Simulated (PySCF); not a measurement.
## Orbital energies and ionisation energy

Species: C₈H₁₃P.
SMILES with atom numbers: `[CH:1]#[C:2][P:3]1[CH2:4][CH2:5][CH2:6][CH2:7][CH2:8][CH2:9]1` (hydrogens: H10 on C1; H11, H12 on C4; H13, H14 on C5; H15, H16 on C6; H17, H18 on C7; H19, H20 on C8; H21, H22 on C9)

Structure used (PBE0-D3(BJ)/def2-SVP), in Å, numbered top down from 1:
```
atom  x, y, z in Å
C1     3.9687   -0.9306    0.3422
C2     2.8105   -0.6193    0.5483
P3     1.1503   -0.1660    0.9745
C4     0.8859    1.1787   -0.2910
C5    -0.4283    1.9363   -0.0972
C6    -1.6335    1.0938    0.3260
C7    -1.8839   -0.1998   -0.4613
C8    -1.2630   -1.4540    0.1569
C9     0.2576   -1.5566    0.1073
H10    4.9900   -1.2086    0.1551
H11    1.7407    1.8687   -0.2228
H12    0.9377    0.7132   -1.2891
H13   -0.6610    2.4610   -1.0398
H14   -0.2850    2.7254    0.6591
H15   -1.5330    0.8363    1.3960
H16   -2.5257    1.7375    0.2668
H17   -1.5464   -0.0851   -1.5072
H18   -2.9710   -0.3691   -0.5197
H19   -1.6001   -1.5281    1.2061
H20   -1.6733   -2.3421   -0.3531
H21    0.5851   -2.4894    0.5939
H22    0.6124   -1.5977   -0.9366
```

Level: CAM-B3LYP/def2-SVPD (PySCF). Frontier orbitals with their largest atomic shares (Löwdin; up to four atoms above 4 %):

```json
{"orbital": "HOMO−3", "ε (eV)": "-10.18", "main atoms": "C9 12 %, C6 12 %, C4 11 %, C7 10 %"}
{"orbital": "HOMO−2", "ε (eV)": "-9.91", "main atoms": "C2 35 %, C1 30 %, P3 12 %, C4 4 %"}
{"orbital": "HOMO−1", "ε (eV)": "-9.19", "main atoms": "C1 33 %, C2 32 %, P3 8 %, C9 7 %"}
{"orbital": "HOMO", "ε (eV)": "-7.72", "main atoms": "?"}
{"orbital": "LUMO", "ε (eV)": "1.26", "main atoms": "C1 12 %, C2 10 %, P3 8 %, C4 8 %"}
{"orbital": "LUMO+1", "ε (eV)": "1.29", "main atoms": "C1 20 %, C2 18 %, P3 16 %, C9 8 %"}
{"orbital": "LUMO+2", "ε (eV)": "1.65", "main atoms": "C1 25 %, C2 22 %, P3 17 %, H10 7 %"}
```

What vertical ionisation energy does ΔSCF give, and how far is −ε(HOMO) from it?

ΔSCF: 8.37 eV (808 kJ/mol; threshold wavelength 148 nm); ⟨S²⟩ of the doublet left behind is 0.765, against 0.75 for a pure doublet. −ε(HOMO) is 7.72 eV, 0.65 eV below it. In exact Kohn–Sham theory the two would be equal; CAM-B3LYP (range-separated hybrid) falls short of its own ΔSCF value by 8 %.

On which atoms does the HOMO lie?

P3 (phosphine phosphorus) 47 %, C2 (alkyne carbon) 14 %, C1 (terminal alkyne carbon) 13 %, C4 (sp3 carbon bound to phosphorus) 9 %. The HOMO−1 lies 1.47 eV lower.

How many of the 10 lowest singlet excitations (vertical TDDFT, same level) lie below the ionisation energy?

All 10; they run from 5.30 to 7.49 eV.

With α = 116.9 au, estimate the like-pair dispersion coefficient by London's formula C6 = (3/4)α²I.

I = 0.3076 Eh, so C6 ≈ 3160 au, a rough estimate.

The structure is a single PBE0-D3(BJ)/def2-SVP conformer in the gas phase; no vibrational or solvent corrections.
